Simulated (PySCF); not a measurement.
As⁻ (arsenic, charge -1) across methods

[Ar] 3d10 4s2 4p4, high-spin 3P determinant. Calculation: PySCF 2.14, in dyall-av2z; the non-relativistic Hamiltonian (point nucleus).

```tsv
method	E (hartree)	mean ε 4s β (eV)	mean ε 4p α (eV)	mean ε 4p β (eV)	Σ⟨r²⟩ (bohr²)	⟨S²⟩
M06-2X	-2235.905	-7.945	-1.125	0.236	62.77	2.016
PBE0	-2235.596	-7.406	-0.270	1.000	62.73	2.008
r2SCAN	-2235.856	-6.290	0.396	1.615	62.87	2.014
PBE	-2235.537	-6.322	0.640	1.725	64.35	2.006
revPBE	-2235.698	-6.196	0.668	1.760	64.20	2.008
HSE06	-2235.585	-7.118	0.123	1.345	62.96	2.006
UHF	-2234.20412	-9.807	-2.710	-0.536	62.56	2.024
LDA	-2232.601	-6.652	0.563	1.627	64.41	2.006
r2SCAN0	-2235.843	-7.403	-0.467	0.905	62.15	2.013
```

The highest occupied level is positive at M06-2X, PBE0, r2SCAN, PBE, revPBE, HSE06, LDA, r2SCAN0: only the finite basis holds that electron, which in a density functional comes from self-interaction.
